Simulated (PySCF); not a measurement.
**Trend along the second period: MH cations**

PBE0 with double-zeta basis sets in PySCF, for the lowest determinant that a PBE0 search found; no spin–orbit coupling. De refers to high-spin ground-configuration atoms (the charge goes to the atom of lower measured ionisation energy or higher electron affinity, which is not always the lowest computed limit). A positive dipole points towards H; it is taken about the centre of mass and depends on that origin.

```tsv
M	basis	charged atom	state (unpaired electrons)	Re (Å)	ωe (cm⁻¹)	De (eV)	μ (D)
Li	def2-SVPD	Li+	doublet (σ ↑)	2.245	386	0.14	-0.72
Be	def2-SVP	Be+	singlet (closed shell)	1.332	2170	2.92	-2.97
B	jorge-DZP-DKH	B+	doublet (σ ↑)	1.230	2511	2.53	0.44
C	def2-SVP	C+	singlet (closed shell)	1.147	2868	4.14	1.89
N	jorge-DZP-DKH	H+	quartet (σ ↑, π ↑↑)	1.115	2639	3.66	1.84
O	def2-SVP	H+	triplet (π ↑↑)	1.040	3107	5.25	2.36
F	aug-pcseg-1	H+	doublet (π ↑)	1.017	2934	3.45	2.58
```

The shortest bond is that of HF⁺ (1.017 Å), the longest that of LiH⁺ (2.245 Å). OH⁺ is bound most strongly (5.25 eV) and LiH⁺ least (0.14 eV).

The rows differ in basis set, which adds steps of its own.

The state changes along the series, so neighbouring rows are not always alike in their bonding.

Weak bonds: LiH⁺. Basis-set superposition, not corrected here, can be much of De in a small basis, most of all at correlated wavefunction levels. For an ion De counts to the pair picked by the measured ionisation energies or electron affinities, which need not be the lowest pair at this level. States were picked by a PBE0 search and need not be the measured ground states.
